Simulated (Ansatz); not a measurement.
Wavefunction ladder for `[CH3][Mo]([CH3])(=[S])=[S]`

```xyz
11

C    -1.371    0.940    0.663
Mo    0.515    0.072    0.513
C     0.797   -1.020   -1.236
S     1.937    1.607    0.551
S     0.756   -1.230    2.133
H    -1.494    1.613   -0.192
H    -2.109    0.131    0.622
H    -1.512    1.505    1.586
H     1.788   -1.471   -1.307
H     0.653   -0.334   -2.078
H     0.040   -1.812   -1.255
```

The species carries charge 0 and has multiplicity 1. Correlated methods include outer-core shells of Mo, which these sets cover unevenly. Mo takes the def2 core potential. Geometry: relaxed with PBE0-D4/def2-TZVP. Frozen core, restricted reference, Ansatz.

| basis | HF (Eh) | MP2 corr. |
| --- | --- | --- |
| def2-SVP | -941.48586 | -1.02651 |
| def2-TZVPP | -941.88064 | -1.34182 |
| def2-QZVPP | -941.91129 | -1.43980 |

Problem. Estimate the CCSD correlation energy and the (T) correction in each basis where they were run (hartree).

Solution. 
```tsv
basis	CCSD corr.	(T)
def2-SVP	-0.99596	-0.05996
def2-TZVPP	-1.30010	-0.08856
```
